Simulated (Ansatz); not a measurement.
`[SiH3][O][Mg][N]([SiH3])[SiH3]` → `[OH][Mg][N]([SiH3])[SiH3]` + `[SiH2]`  (silylene loss)

Program: Ansatz. Geometries: PBE0-D4/def2-TZVP. ΔE: electronic, gas phase. CCSD(T)/CBS is the MP2 limit (def2-TZVPP, def2-QZVPP) plus CCSD(T) − MP2 in def2-TZVPP, frozen cores. This one scheme is used for every species. Functionals use def2-TZVPP. HSE06 is defined as in plane-wave codes. For Mg outer-core shells are correlated without core-valence functions, which leaves a few kJ/mol of doubt a bond. One conformer a species, not always the lowest.

```tsv
level	ΔE (kJ/mol)
ωB97M-V	349.4
HSE06	354.6
MP2/def2-TZVPP	371.9
SCS-MP2/def2-QZVPP	370.6
```

Task: What does CCSD(T)/CBS give? (Estimate.)

Result: The calculation gave: +360.6 kJ/mol. The listed levels differ from it by -11.2, -6.0, 11.3, 10.0 kJ/mol.

Largest T1 diagnostic among the species: 0.014.

At CCSD(T), def2-SVP lies −21.5 kJ/mol from the extrapolated value and def2-TZVPP −8.5 kJ/mol. Leaving LDA and LC-ωPBE aside and taking each functional with its dispersion term where it has one, the values, not all of them listed here, spread over 40.0 kJ/mol, from BLYP-D4 to r2SCAN0-D4. LDA lies +30.8 kJ/mol from PBE without D4. From BLYP to BHLYP (50 % exact exchange), in def2-TZVPP and without D4, ΔE moves by +34.6 kJ/mol.
